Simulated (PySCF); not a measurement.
One of the candidates below gave these computed data.

All candidates are C6H10O2.

| technique | computed result |
| --- | --- |
| UV, first state | lowest singlet excitation: 6.36 eV (195 nm, f = 0.048) [TDDFT B3LYP/def2-SVPD] |
| Triplet | lowest triplet excitation (Tamm–Dancoff): 4.48 eV [TDA B3LYP/def2-SVPD] |
| Dipole | 1.30 D [B3LYP/def2-SVPD] |
| Polarisability | 80.0 au [B3LYP/def2-SVPD] |
| UV, strongest line | among the 8 lowest singlet transitions: S5 at 7.07 eV (175 nm, f = 0.109) [TDDFT B3LYP/def2-SVPD] |
| Rotational structure | rotational constants A, B, C: 5.159, 1.305, 1.151 GHz [GFN2-xTB] |

Electronic properties: PySCF, gas phase, density fitting. Levels stand in brackets. Geometry: GFN2-xTB, one conformer, isolated molecule.

Question: Which candidate is it?
A. `COCC1=CCOC1`
B. `CO[C@@H]1C=C(C)CO1`
C. `C/C=C/COC(C)=O`

Answer: B. It is `CO[C@@H]1C=C(C)CO1`. Numbering: `[CH3:1][O:2][C@@H:3]1[CH:4]=[C:5]([CH3:6])[CH2:7][O:8]1`. Its formula, C6H10O2, gives 2 degrees of unsaturation: 1 ring and 1 π bond in the structure found. The optimised geometry has point group C1 and is an asymmetric top.

The others, at the same levels:
- `C/C=C/COC(C)=O` fails: its computed lowest singlet excitation is 5.90 eV (210 nm, f = 0.001) (against 6.36 eV), rotational constant A is 3.676 GHz (against 5.159 GHz) and smallest rotational constant is 1.009 GHz (against 1.151 GHz).
- `COCC1=CCOC1` fails: its computed lowest singlet excitation is 5.66 eV (219 nm, f = 0.073) (against 6.36 eV), strongest line among the 8 lowest singlet transitions is S8 at 7.30 eV (170 nm, f = 0.104) (against S5 at 7.07 eV) and rotational constant A is 4.403 GHz (against 5.159 GHz).

Each candidate is one conformer, not necessarily the lowest. The conformers computed, where there is a choice (atom-mapped SMILES and torsion angles):
- `[CH3:1][O:2][C@@H:3]1[CH:4]=[C:5]([CH3:6])[CH2:7][O:8]1`: C1–O2–C3–C4 -177°
- `[CH3:1]/[CH:2]=[CH:3]/[CH2:4][O:5][C:6]([CH3:7])=[O:8]`: C2–C3–C4–O5 -5°, C3–C4–O5–C6 94°, C4–O5–C6–C7 180°
- `[CH3:1][O:2][CH2:3][C:4]1=[CH:5][CH2:6][O:7][CH2:8]1`: C1–O2–C3–C4 68°, O2–C3–C4–C5 -121°
